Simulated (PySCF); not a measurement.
Values are calculated unless marked as measured or tabulated.
CH8FN2Si2

The system: CH8FN2Si2, a small molecule (built as: C site whose three back bonds go to NHSiH3, NHSiH3, F); neutral, doublet. The structure, one conformer, was relaxed in the gas phase by PBE0-D3(BJ)/def2-SVP. No frequency run checks that it is a minimum.

SMILES: F[C](N[SiH3])N[SiH3]

Coordinates in Å:
```
C1      0.749   -0.340    0.893
N2      0.272    0.865    0.384
Si3    -1.066    1.770    1.079
N4      1.085   -1.292   -0.050
Si5     0.339   -1.382   -1.641
F6     -0.089   -0.772    1.886
H7      0.929    1.344   -0.222
H8     -0.846    2.132    2.510
H9     -1.128    3.014    0.257
H10    -2.347    1.018    0.961
H11     1.641   -2.068    0.293
H12     0.844   -2.655   -2.234
H13    -1.153   -1.403   -1.589
H14     0.762   -0.244   -2.512
```

EPR values by unrestricted B3LYP, IGLO-III on C F N Si, pcH-1 on H.

Question: Predict g and the largest hyperfine couplings. Where does the spin sit?

Answer: g = 2.0021, 2.0034, 2.0038. The spin sits on C1 (81 %, bonded to 1 F + 2 N) by Mulliken populations.
| atom | isotope | isotropic (MHz) | dipolar, principal values (MHz) |
| --- | --- | --- | --- |
| F6 | 19F | 362.3 | -169.7, -152.1, 321.9 |
| C1 | 13C | 398.8 | -66.6, -64.2, 130.8 |
| Si5 | 29Si | -41.6 | -13.0, 5.9, 7.1 |
| N4 | 14N | 28.6 | -3.8, -3.2, 7.0 |
| H11 | 1H | 11.7 | -8.7, -5.7, 14.4 |
| H13 | 1H | 15.5 | -2.0, -0.9, 2.9 |

Question: How do the isotropic couplings move with BHandHLYP?

Answer: F6 362.3 to 386.1 MHz, C1 398.8 to 445.1 MHz, Si5 -41.6 to -37.3 MHz, N4 28.6 to 25.1 MHz.

The 2 runs behind this took 2.7 min in all, one thread each of Arm Neoverse V1 on a shared host, launched as `OMP_NUM_THREADS=1 python cluster_run.py task.json out`.
